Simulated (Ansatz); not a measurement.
Reaction (SMILES): C=[SiH2] (CH2-SiH2) → C=[SiH-] + H+
B3LYP-D3(BJ)/def2-TZVP geometries, fixed; electronic energies without zero-point terms.
Largest species:
```xyz
6

C     -1.1498    -0.0548    -0.0450
Si     0.5479     0.0261     0.0215
H     -1.7685     0.8316    -0.0996
H     -1.6839    -0.9961    -0.0356
H      1.3979    -1.1745     0.0958
H      1.2833     1.3023     0.0091
```
Charge 0, spin multiplicity 1.

How fast the deprotonation energy converges with the basis for several methods (Ansatz, a first-principles code): deviation from each method's own reference, in kcal/mol. References: B2PLYP 363.30 kcal/mol, the value in aug-pcseg-3; B3LYP 363.65 kcal/mol, the value in aug-pcseg-3; HF 368.18 kcal/mol, the value in aug-pcseg-3; MP2 362.19 kcal/mol, Hartree-Fock in aug-cc-pV(Q+d)Z plus the correlation part extrapolated as X^-3 from aug-cc-pV(T+d)Z and aug-cc-pV(Q+d)Z; PBE 359.83 kcal/mol, the value in aug-pcseg-3. Cartesian d functions, on some or all atoms, in 6-31G**, 6-311G**, 6-311+G**; all else is spherical. In correlated methods cores are frozen. A restricted Hartree-Fock determinant is unstable towards unrestricted orbitals. The proton leaves the site shown, which need not be the most acidic. No added dispersion term, no relativity. 

| basis | functions | B2PLYP | B3LYP | HF | MP2 | PBE |
|---|---|---|---|---|---|---|
| pcseg-1 | 52 | [?] | 2.34 | 1.04 | 6.52 | 2.51 |
| def2-SVP | 52 | [?] | 7.03 | 5.02 | 10.64 | 7.23 |
| 6-31G** | 54 | [?] | 8.16 | 5.83 | 11.93 | 8.21 |
| 6-311G** | 69 | [?] | 3.41 | 2.82 | 7.87 | 3.67 |
| 6-311+G** | 77 | [?] | -1.30 | -1.88 | 2.53 | -1.10 |
| aug-pcseg-1 | 86 | [?] | -1.91 | -1.74 | -0.16 | -1.81 |
| def2-TZVPD | 116 | [?] | 0.88 | 0.66 | 0.22 | 1.04 |
| 6-311++G(3df,3pd) | 158 | [?] | -0.18 | -0.24 | 0.60 | -0.15 |
| aug-pcseg-2 | 188 | [?] | -0.23 | -0.24 | 0.85 | -0.23 |
| def2-QZVPP | 247 | [?] | 1.20 | 0.97 | 1.70 | 1.40 |
| def2-QZVPPD | 271 | [?] | 0.44 | 0.35 | 0.79 | 0.50 |
| aug-pcseg-3 | 370 | [?] | 0.00 | 0.00 | 0.46 | 0.00 |

### Question
Fill in the missing entries.

### Answer

- pcseg-1, B2PLYP: 3.66
- def2-SVP, B2PLYP: 8.13
- 6-31G**, B2PLYP: 9.28
- 6-311G**, B2PLYP: 4.86
- 6-311+G**, B2PLYP: -0.08
- aug-pcseg-1, B2PLYP: -1.43
- def2-TZVPD, B2PLYP: 0.55
- 6-311++G(3df,3pd), B2PLYP: -0.06
- aug-pcseg-2, B2PLYP: -0.01
- def2-QZVPP, B2PLYP: 1.21
- def2-QZVPPD, B2PLYP: 0.40
- aug-pcseg-3, B2PLYP: 0.00

Mean absolute deviation over 6-311G**, 6-311+G**, def2-TZVPD, 6-311++G(3df,3pd), aug-pcseg-2: B2PLYP 1.11, HF 1.17, B3LYP 1.20, PBE 1.24, MP2 2.41 kcal/mol.
